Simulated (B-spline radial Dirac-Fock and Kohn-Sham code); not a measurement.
## Dipole and non-dipole photoemission parameters of Pd 3s

System: the free palladium atom in the configuration [Kr] 4d10; threshold 671.6 eV (tabulated edge). Model: Dirac-Hartree-Slater photoionisation with a Latter tail; cross sections with all multipoles, angular parameters from the dipole term and its interference with E2. Program: a B-spline atomic structure program.

Input file task.json (cfg lists n, l and occupation; rrms is the nuclear radius in fm):

```json
{"items": [{
  "Z": 46,
  "q": 0,
  "cfg": [[1, 0, 2], [2, 0, 2], [2, 1, 6], [3, 0, 2], [3, 1, 6], [3, 2, 10], [4, 0, 2], [4, 1, 6], [4, 2, 10]],
  "A": 106,
  "rrms": 4.5318,
  "do": "xps",
  "hv": [51.8, 74.6, 80, 111.0, 134.0, 168.0, 188.0, 200, 248.0, 300, 416.0, 449.0, 572.0, 717.0, 743.0, 762.0, 800, 983.0, 1486.9, 2000, 2470.0, 2510.0, 4000, 4950.0, 6000, 7290.0, 7460.0, 7670.0, 11000.0, 13900.0],
  "edges": {"K": 24350.0, "L1": 3604.0, "L2": 3330.0, "L3": 3173.0, "M1": 671.6, "M2": 559.9, "M3": 532.3, "M4": 340.5, "M5": 335.2, "N1": 87.1}
}]}
```

Command: `python xray2_run.py task.json out`

For linearly polarised light dσ/dΩ = σ/(4π) [1 + β P₂(cos θ) + (δ + γ cos²θ) sin θ cos φ], with θ from the polarisation vector and φ the angle between the beam and the projection of the electron momentum on the plane normal to the polarisation.

```tsv
hν (eV)	σ (kb)	β	γ
717	107	1.986	0.754
743	104	1.987	0.727
762	101	1.987	0.702
800	96.2	1.988	0.662
983	73.6	1.990	0.490
1486.9	39.5	1.992	0.185
2000	?	?	?
2470	16.6	1.994	-0.059
2510	16.2	1.994	-0.063
4000	6.80	1.995	-0.078
4950	4.46	1.995	-0.005
6000	3.03	1.995	0.105
7290	2.03	1.995	0.261
7460	1.93	1.995	0.283
7670	1.82	1.995	0.310
11000	0.837	1.994	0.736
13900	0.495	1.994	1.086
```

Q: Give the values at 2000 eV.

A: σ = 24.2 kb, β = 1.993, γ = 0.020. For an s subshell δ is negligible.

Values without a named source are computed, but for edge energies of neutral atoms, which are taken from tables.
